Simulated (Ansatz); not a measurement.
Consider the atomization: `F[B@-]1(Cl)[OH+][B@-](F)(Cl)[OH+]1` → 2 B• + 2 Cl• + 2 F• + 2 H• + 2 O•.

Computed with Ansatz on PBE0-D4/def2-TZVP structures; ΔE is electronic, products minus reactants. CCSD(T)/CBS is the MP2 limit (def2-TZVPP, def2-QZVPP) plus CCSD(T) − MP2 in def2-TZVPP, frozen cores. This one scheme is used for every species, atoms too. For atomizations the MP2-based limit and the directly extrapolated one differ by several kJ/mol either way, and by 10 to 25 for some Ge, Se and Sn compounds, so smaller differences from it don't rank the levels. Functionals use def2-TZVPP. B3LYP here is the variant with VWN-RPA as its local correlation; programs differ in this. HSE06 is defined as in plane-wave codes. Open shells (•) are unrestricted, without spin–orbit coupling. Spin–orbit coupling would lower the free atoms: a little for B, Cl, F, O.

`F[B@-]1(Cl)[OH+][B@-](F)(Cl)[OH+]1`:

Cartesian coordinates in Å:
```
F 1.763 -0.007 -0.907
B 0.918 -0.607 -0.045
Cl 1.498 -2.110 0.718
O -0.498 -0.741 -0.654
B -1.009 0.415 0.228
F -2.014 0.037 1.014
Cl -1.265 1.937 -0.715
O 0.342 0.407 0.970
H -0.539 -0.584 -1.604
H 0.804 1.253 0.995
```

| level | ΔE (eV) | difference from CCSD(T)/CBS |
| --- | --- | --- |
| PBE-D4 | 45.62 | 1.32 |
| BLYP-D4 | 44.03 | -0.27 |
| r2SCAN-D4 | 44.84 | 0.54 |
| B97M-V | 44.61 | 0.31 |
| B3LYP-D4 | 43.85 | -0.45 |
| HSE06-D4 | 44.47 | 0.17 |
| BHLYP-D4 | 42.21 | -2.09 |
| B3LYP | 43.37 | -0.93 |
| BHLYP | 41.85 | -2.45 |
| LC-ωPBE | 44.41 | 0.11 |
| CCSD(T)/CBS | 44.30 | 0 |

Largest T1 diagnostic among the species: 0.014.

In def2-TZVPP, CCSD(T) changes the Hartree–Fock value by +10.81 eV (the triples alone add +0.87 eV) and MP2 by +12.96 eV; breaking electron pairs costs correlation energy, which Hartree–Fock lacks. From PBE to PBE0 (25 % exact exchange), in def2-TZVPP and without D4, ΔE moves by −1.14 eV: exact exchange takes away binding that semilocal exchange gives to molecules.
